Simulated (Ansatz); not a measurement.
Diatomic LiMg, multiplicity 2 (lowest of 2S+1 = 2, 4 at CCSD(T)/def2-TZVPP on PBE0 minima; our sources give no spin for the ground state, which may be another).

D_e counts from the fitted minimum to each atom's lowest state at the same level, without counterpoise.

Codes used: Ansatz (Gaussian basis) for Hartree–Fock, density functionals and correlated methods. Values without a source in brackets are computed.

Q: One of these levels gives 34.4 kJ/mol for the bond energy D_e. Which?
(A) BHLYP/def2-TZVPP
(B) SVWN5/def2-TZVPP
(C) PBE/def2-TZVPP
(D) PBE0/def2-TZVPP

A: B, SVWN5/def2-TZVPP. The others give 28.5 (PBE/def2-TZVPP), 25.7 (PBE0/def2-TZVPP), 13.6 (BHLYP/def2-TZVPP)

Ansatz is a first-principles code.
